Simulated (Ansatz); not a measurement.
C$_{4}$H$_{12}$OSi (SMILES CC[SiH](C)OC), singlet, geometry from GFN2-xTB, with bond 15-4 at 1.4 times its length; SC-NEVPT2/STO-3G, CASSCF(2,2) in Ansatz (a program for electronic structure).

The Ansatz input:
Ansatz 0.2 input:
```yaml
crystal:
  periodic: [false, false, false]
  atoms:
    - {symbol: Si, position_ang: [-0.01477602, -0.28559554, -0.48994942]}
    - {symbol: C, position_ang: [-0.91178007, -1.96260859, -0.57947466]}
    - {symbol: C, position_ang: [1.64681210, -0.42664015, 0.41484965]}
    - {symbol: C, position_ang: [2.39862345, 0.89597392, 0.50591339]}
    - {symbol: O, position_ang: [-0.82921742, 0.79659163, 0.41614869]}
    - {symbol: C, position_ang: [-2.14207859, 1.24485421, 0.26022633]}
    - {symbol: H, position_ang: [0.15099371, 0.22137034, -1.86428731]}
    - {symbol: H, position_ang: [-1.85724482, -1.87565128, -1.10807319]}
    - {symbol: H, position_ang: [-1.12755283, -2.34829330, 0.41372702]}
    - {symbol: H, position_ang: [-0.31991025, -2.70940885, -1.09769894]}
    - {symbol: H, position_ang: [1.49469338, -0.81478964, 1.42291705]}
    - {symbol: H, position_ang: [2.26843740, -1.15529436, -0.10602148]}
    - {symbol: H, position_ang: [3.33777889, 0.77506079, 1.04424736]}
    - {symbol: H, position_ang: [2.62131609, 1.27802820, -0.48750548]}
    - {symbol: H, position_ang: [1.55409278, 1.93011503, 1.23474965]}
    - {symbol: H, position_ang: [-2.36565935, 1.92603113, 1.08222400]}
    - {symbol: H, position_ang: [-2.26081744, 1.77452867, -0.68801928]}
    - {symbol: H, position_ang: [-2.84627985, 0.40990025, 0.28299376]}
basis:
  gaussian:
    orbitals: STO-3G
magnetization: {spin_polarized: false}
correlation: {method: sc_nevpt2, electrons: all, active_space: {window: {electrons: 2, orbitals: 2}}}
```

What the program printed (banner, timings and long lists left out):

```
Functional definition: HF
623 factors; integrals over basis functions are off by at most 3.7e-5 eV
mean field evaluation 1: about -14039.4526 eV, gradient 2.4e1 eV
mean field evaluation 2: about -14039.7285 eV, gradient 2.4e1 eV
mean field evaluation 4: about -14041.7795 eV, gradient 1.6e0 eV
mean field evaluation 8: about -14041.7904 eV, gradient 1.5e-4 eV
mean field -14041.79039499 eV, -516.0262791486 hartree, gradient 1.4e-6 eV, S^2 0.000000; 0 other end points of the search recorded, 0 dependent functions left out
reference -14041.79039499 eV, -516.0262791486 hartree; 29, 29 occupied and 17, 17 virtual orbitals, 623 factors
state -14042.87227267 eV, -516.0660374200 hartree
state -14042.87227267 eV, -516.0660374200 hartree; corrected -14050.30478014 eV, -516.3391770316 hartree
Total energy: -14050.30478014 eV, -516.3391770316 hartree
```
